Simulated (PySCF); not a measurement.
Computed shifts of a molecule C₄H₆BF, PBE/pcSseg-1 (PySCF), GIAO, gas phase, equivalent atoms averaged, in ppm (number of nuclei): ¹³C: 231.9 (1), 89.4 (1), 73.4 (1), 8.4 (1). ¹⁹F: -48.6 (1). ¹H: 5.67 (1), 5.09 (2), 0.86 (3). References: ¹³C against TMS (σ = 182.0 ppm); ¹¹B against BF3 (σ = 83.9 ppm); ¹⁹F against CFCl3 (σ = 133.6 ppm); ¹H against TMS (σ = 31.49 ppm), references at their B3LYP-D3(BJ)/def2-TZVP geometries, non-relativistic. The structure is a stationary point at B3LYP-D3(BJ)/def2-SVP. The values are those of a single conformer.

Question: Identify the compound among the candidates.
A. C=C1CCB1F
B. C=C=CB(C)F
C. C=C1CB(F)C1
D. FB1CC=CC1

Answer: B, C=C=CB(C)F
